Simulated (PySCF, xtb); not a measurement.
BH3N, SMILES B=[NH2+], charge +1.

Harmonic wavenumbers (cm⁻¹) from GFN2-xTB in xtb at its own minimum, in rising order: 496, 638, 641, 792, 1245, 1677, 2826, 3208, 3252.

Question: What does PySCF 2.14.0 with TPSSh-D3(BJ)/def2-TZVP give at its own minimum? (An estimate is asked for; the answer gives what the named calculation found.)

Answer: 573, 671, 749, 928, 1456, 1607, 2885, 3440, 3505. Paired by order, the mean absolute difference is 131 cm⁻¹ and the zero-point energies are 21.1 and 22.6 kcal/mol.
